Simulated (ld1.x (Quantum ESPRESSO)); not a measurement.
An all-electron radial function and its pseudo partner (holmium)

Columns: radius, all-electron u(r) and pseudo u(r) of the 5p shell (level -25.87 eV) of holmium in the configuration [Kr] 4d10 4f11 5s2 5p6 5d0 6s2 6p0; PBE, scalar-relativistic, TM scheme, ld1.x (Quantum ESPRESSO) 7.5.

```json
{"r (bohr)": "0.132", "all-electron": "-0.2474", "pseudo": "-0.0228"}
{"r (bohr)": "0.265", "all-electron": "0.0146", "pseudo": "-0.0894"}
{"r (bohr)": "0.398", "all-electron": "0.4489", "pseudo": "-0.1929"}
{"r (bohr)": "0.530", "all-electron": "0.3526", "pseudo": "-0.3211"}
{"r (bohr)": "0.663", "all-electron": "-0.0077", "pseudo": "-0.4623"}
{"r (bohr)": "0.795", "all-electron": "-0.3761", "pseudo": "-0.5998"}
{"r (bohr)": "0.928", "all-electron": "-0.6570", "pseudo": "-0.7214"}
{"r (bohr)": "1.060", "all-electron": "-0.8305", "pseudo": "-0.8139"}
{"r (bohr)": "1.193", "all-electron": "-0.9146", "pseudo": "-0.8715"}
{"r (bohr)": "1.325", "all-electron": "-0.9316", "pseudo": "-0.8912"}
{"r (bohr)": "1.458", "all-electron": "-0.9032", "pseudo": "-0.8760"}
{"r (bohr)": "1.590", "all-electron": "-0.8473", "pseudo": "-0.8329"}
{"r (bohr)": "1.723", "all-electron": "-0.7757", "pseudo": "-0.7699"}
{"r (bohr)": "1.855", "all-electron": "-0.6984", "pseudo": "-0.6967"}
{"r (bohr)": "1.988", "all-electron": "-0.6201", "pseudo": "-0.6198"}
{"r (bohr)": "2.120", "all-electron": "-0.5456", "pseudo": "-0.5456"}
{"r (bohr)": "2.252", "all-electron": "-0.4763", "pseudo": "-0.4763"}
{"r (bohr)": "2.385", "all-electron": "-0.4128", "pseudo": "-0.4128"}
{"r (bohr)": "2.518", "all-electron": "-0.3560", "pseudo": "-0.3560"}
{"r (bohr)": "2.650", "all-electron": "-0.3061", "pseudo": "-0.3061"}
{"r (bohr)": "2.782", "all-electron": "-0.2624", "pseudo": "-0.2624"}
{"r (bohr)": "2.915", "all-electron": "-0.2241", "pseudo": "-0.2241"}
{"r (bohr)": "3.048", "all-electron": "-0.1911", "pseudo": "-0.1911"}
{"r (bohr)": "3.180", "all-electron": "-0.1628", "pseudo": "-0.1628"}
{"r (bohr)": "3.312", "all-electron": "-0.1385", "pseudo": "-0.1385"}
{"r (bohr)": "3.445", "all-electron": "-0.1175", "pseudo": "-0.1175"}
```

(1) How many radial nodes do the two functions have?

(2) At about which radius was the pseudo-wave matched?

(3) Is the pseudo-wave norm-conserving?

## Answers

(1) The all-electron 5p function has n − l − 1 = 3 (the table is too coarse to show those close to the nucleus); the pseudo-wave has 0, since the states of the same l below it are removed with the core.

(2) 2.25 bohr. The columns agree to 0.0005 from 1.99 bohr on; several derivatives are matched, so the curves merge somewhat inside the radius.

(3) Yes: the TM scheme keeps the norm inside the radius equal to the all-electron one, which fixes the energy derivative of the logarithmic derivative at the level.
